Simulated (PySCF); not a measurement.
# Excitation energy of P⁺ by level of theory

P⁺ [Ne] 3s2 3p2 (3P) → P⁺ [Ne] 3s2 3p1 4s1 (3P), as a difference of total energies. Computed with PySCF 2.14 in dyall-acv3z, with the spin-free X2C one-electron Hamiltonian (Gaussian nucleus). Correlated levels: valence and next inner shell: 1s2 frozen; virtual orbitals above 40 to 60 times the deepest correlated orbital energy dropped. The calculations carry no spin-orbit coupling.

| method | excitation energy (eV) |
| --- | --- |
| UHF | 10.502 |
| MP2 (valence and next inner shell) | 10.688 |
| SCS-MP2 (valence and next inner shell) | 10.658 |
| CCSD (valence and next inner shell) | 10.704 |
| CCSD(T) (valence and next inner shell) | 10.699 |

Problem. How much does correlation contribute at CCSD(T) (valence and next inner shell)?

Solution. 10.699 − (10.502) = 0.197 eV, measured against UHF.

Errors of the correlated levels include the incompleteness of this basis and the frozen core.

For comparison: 10.740 eV (measured; NIST levels, between the centres of gravity of the two terms).
